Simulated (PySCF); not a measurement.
A structure optimised at B3LYP-D3(BJ)/def2-SVPD, used in a PySCF frequency run:

```xyz
5

S      0.0000     0.0000     0.1749
O     -1.2573    -0.7259    -0.1815
O      0.0000     1.4518    -0.1815
O      1.2573    -0.7259    -0.1815
H      0.0000     0.0000     1.5584
```
Charge -1, spin multiplicity 1.

### Question
Write its SMILES, formula and point group.

### Answer
O=[SH](=O)[O-], HO₃S, C3v

### Question
What are its rotational constants (standard atomic weights)?

### Answer
9.0959, 9.0959, 4.9959 GHz
